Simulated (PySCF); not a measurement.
Electronic structure of Cl⁺ (chlorine, charge +1) at the UHF level

Configuration: [Ne] 3s2 3p4, high-spin 3P determinant. All numbers are calculated (PySCF 2.14, no relativity, point nucleus, in dyall-av3z (19s12p3d2f, 84 functions)).

```
Total energy                                                  : -459.056853 hartree
One-electron energy                                           : -627.2928 hartree
Hartree (Coulomb) energy                                      : 195.4991 hartree
Exchange energy                                               : -27.2632 hartree
Kinetic energy                                                : 459.05517 hartree
⟨S²⟩                                                          : 2.0107
⟨L²⟩                                                          : 2.038
Sum of ⟨r⟩                                                    : 13.34 bohr
Sum of ⟨r²⟩                                                   : 20.64 bohr²
Traceless quadrupole moment −½Σ⟨3z² − r²⟩ along its main axis : -1.41 e·bohr²
Density at the nucleus (Gaussians lack the cusp)              : 3210 bohr⁻³
Spin density at the nucleus                                   : 0.0779 bohr⁻³
Langevin diamagnetic susceptibility                           : -16.3 ×10⁻⁶ cm³/mol
```

| shell | electrons | mean orbital energy (hartree) | spread (hartree) | rms radius, mean of both spins (bohr) |
| --- | --- | --- | --- | --- |
| 1s α | 1 | -105.37311 | 0 | 0.106 |
| 1s β | 1 | -105.34678 | 0 | 0.106 |
| 2s α | 1 | -11.08767 | 0 | 0.481 |
| 2s β | 1 | -11.06296 | 0 | 0.481 |
| 2p α | 3 | -8.56144 | 0.02750 | 0.451 |
| 2p β | 3 | -8.51523 | 0.02227 | 0.451 |
| 3s α | 1 | -1.60044 | 0 | 1.62 |
| 3s β | 1 | -1.34509 | 0 | 1.62 |
| 3p α | 3 | -0.96868 | 0.08306 | 1.85 |
| 3p β | 1 | -0.86882 | 0 | 1.85 |

Spin-orbit constants ζ (cm⁻¹) from the X2C one-electron operator on these orbitals (non-relativistic here): bare nucleus, nucleus screened by l(l+1)(2l+1)/3 electrons, and screened by the Breit-Pauli mean field of the electrons.

| shell | bare | screened nucleus | mean field |
| --- | --- | --- | --- |
| 2p | 9870 | 8708 | 8178 |
| 3p | 771.6 | 680.8 | 631.0 |

To first order the Landé constant is A = -315.5 cm⁻¹, so the lowest level has J = 2 and lies 0.0391 eV below the centre of the term. This holds in LS coupling only.
